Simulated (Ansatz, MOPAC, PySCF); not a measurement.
System: GaF3 (charge 0, singlet). SMILES: [F][Ga]([F])[F]
Coordinates optimised at B3LYP-D3(BJ)/def2-TZVP (Ansatz, a quantum-chemistry and plane-wave program):
```xyz
4

Ga     0.0000     0.0000     0.0000
F     -1.4753    -0.9106     0.0081
F      0.0167     1.6178    -0.6231
F      1.4586    -0.7072     0.6150
```
Charge 0, spin multiplicity 1.

Property: vertical ionisation energy to the doublet, in eV. Conventions: no spin-orbit coupling; dispersion terms only where a functional's name holds one; each state is the SCF solution reached for its charge and spin; six Cartesian d functions in 6-31G* and its kin unless marked 5d; LANL2DZ with its own core potentials from Na on; open shells spin-unrestricted; non-relativistic. Ab initio and DFT rows: single points at B3LYP-D3(BJ) geometries (Ansatz). Semi-empirical rows: differences of heats of formation at the shared geometry for vertical values.

| level | program | vertical ionisation energy to the doublet (eV) |
|---|---|---|
| PM3 | MOPAC | 15.29 |
| MNDO | MOPAC | 14.02 |
| HF/6-31G* | Ansatz | 13.56 |
| PBE/6-31G* with LANL2DZ past Ar | Ansatz | 12.85 |
| B3LYP/3-21G | Ansatz | 13.13 |
| B3LYP/6-31G* | Ansatz | 13.91 |
| M06-2X/6-31G* with LANL2DZ past Ar (5d) | PySCF | 14.67 |
| B3LYP/def2-TZVPD | Ansatz | 14.39 |
| wB97M-V/def2-TZVPD | Ansatz | 14.91 |

No value to compare with is used here. The 7 habitual levels span 12.85 (PBE/6-31G* with LANL2DZ past Ar) to 15.29 eV (PM3); wB97M-V/def2-TZVPD gives 14.91.

The levels are drawn from those run, B3LYP/6-31G* more often than the rest, none by its result; left out are runs that failed, that the program found above a lower state of the same kind, or whose <S^2> lies over 0.5 above the pure value.
